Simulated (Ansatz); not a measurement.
Reaction (cleavage of the Si–Si bond): `O[SiH2][SiH](Cl)Cl` + `[NH2][AlH2]` → `O[SiH2][NH][AlH2]` + `Cl[SiH2]Cl`

Isolated molecules relaxed with PBE0-D4/def2-TZVP in Ansatz; ΔE leaves out vibrations. CCSD(T)/CBS is the MP2 limit (def2-TZVPP, def2-QZVPP) plus CCSD(T) − MP2 in def2-TZVPP, frozen cores. This one scheme is used for every species. DFT in def2-TZVPP. Each species was taken in one conformer, which may not be the lowest.

Question: Is it downhill or uphill in electronic energy at CCSD(T)/CBS, and by how much? (Best estimate.)

Answer: Computed: Downhill: ΔE = -18.9 kcal/mol.

Question: What do these levels give: ωB97X-V, PBE-QIDH, r2SCANh, BHLYP, SCS-MP2/def2-TZVPP, MP2/def2-QZVPP? (Estimate.)

Answer: Computed: ωB97X-V -18.0, PBE-QIDH -18.8, r2SCANh -17.8, BHLYP -20.4, SCS-MP2/def2-TZVPP -21.4, MP2/def2-QZVPP -20.8 kcal/mol.

Question: What do rigid-rotor, harmonic-oscillator terms from PBE0-D4/def2-TZVP frequencies (298.15 K, 1 bar) make of the CCSD(T)/CBS value? (Estimate.)

Answer: Ansatz gave: ΔZPE = -0.7 kcal/mol, ΔH = -20.1 kcal/mol, ΔS = -6 J/(mol·K), ΔG = -19.7 kcal/mol. Modes under 50 cm⁻¹ make the entropy rough.

Largest T1 diagnostic among the species: 0.012.

From PBE to PBE0 (25 % exact exchange), in def2-TZVPP and without D4, ΔE moves by −2.1 kcal/mol. Leaving LDA and LC-ωPBE aside and taking each functional with its dispersion term where it has one, the values, not all of them listed here, spread over 6.2 kcal/mol, from ωB97M-V to PBE-D4. LDA lies −1.1 kcal/mol from PBE without D4. In def2-TZVPP, CCSD(T) changes the Hartree–Fock value by +3.2 kcal/mol (the triples alone add +0.5 kcal/mol) and MP2 by +1.8 kcal/mol.
